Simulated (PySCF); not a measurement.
Ligand exchange on a metal centre used in film growth or etching (Y F-NH2). Gas-phase values, no solvent. One relaxed conformer stands for each flexible species; it need not be the lowest.

Calculation: PBE-D3(BJ)/def2-TZVP // r2SCAN-D4/def2-SVP (PySCF). 

```
species                                  mean distance from the central atom to its bonded neighbours (Å)  HOMO (eV)  coordination number
---------------------------------------  ----------------------------------------------------------------  ---------  -------------------
0 of 3 F replaced by NH2 ([Y(F)3])                                                                  2.000        [?]                    3
1 of 3 F replaced by NH2 ([Y(F)2(NH2)])                                                               [?]      -5.83                    3
2 of 3 F replaced by NH2 ([Y(F)(NH2)2])                                                             2.105      -5.38                    3
```

Task: Complete the blanks.

Result: 
- 0 of 3 F replaced by NH2 ([Y(F)3]), HOMO (eV): -8.56
- 1 of 3 F replaced by NH2 ([Y(F)2(NH2)]), mean distance from the central atom to its bonded neighbours (Å): 2.052
